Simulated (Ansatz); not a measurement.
C2H6ClNSi (`CN(C)[Si]Cl`), 11 atoms. The species carries charge 0 and has multiplicity 1. All runs use 4 threads of a server CPU on a shared host. Correlated methods freeze the cores.

(1) Give the basis size and wall time and peak host memory of each of these runs in Ansatz. RHF-MP2/def2-QZVPP energy; RKS ωB97X-V/def2-TZVPP energy; RHF-CCSD(T)/def2-SVP energy; RKS ωB97M-V/def2-QZVPP energy; RKS ωB97M-V/def2-SVP energy; RKS PBE0-D4/def2-QZVPP energy; RHF-CCSD(T)/def2-TZVPP energy; RKS SPW92/def2-TZVPP energy; direct RPA on PBE orbitals/def2-TZVPP energy; RKS PBE0-D4/def2-SVP energy; RKS revPBE-D4/def2-TZVPP energy; RKS PBE0-D4/def2-TZVP frequencies. (Best estimate.)

## Answers

(1) The calculation gave: Other jobs shared the machine, so times are rough.

| level | job | functions | wall time | peak host memory (GiB) |
| --- | --- | --- | --- | --- |
| RKS SPW92/def2-TZVPP | energy | 261 | 1.8 s | 0.37 |
| RKS PBE0-D4/def2-SVP | energy | 108 | 2.2 s | 0.23 |
| RKS revPBE-D4/def2-TZVPP | energy | 261 | 2.9 s | 0.38 |
| RHF-CCSD(T)/def2-SVP | energy | 108 | 3.4 s | 0.5 |
| direct RPA on PBE orbitals/def2-TZVPP | energy | 261 | 4.2 s | 0.75 |
| RKS ωB97M-V/def2-SVP | energy | 108 | 5.5 s | 0.35 |
| RKS ωB97X-V/def2-TZVPP | energy | 261 | 6.5 s | 0.87 |
| RKS PBE0-D4/def2-QZVPP | energy | 491 | 8 s | 2 |
| RKS ωB97M-V/def2-QZVPP | energy | 491 | 15 s | 2.3 |
| RHF-MP2/def2-QZVPP | energy | 491 | 30 s | 3.3 |
| RHF-CCSD(T)/def2-TZVPP | energy | 261 | 86 s | 6 |
| RKS PBE0-D4/def2-TZVP | frequencies | 203 | 2.2 min | 0.58 |
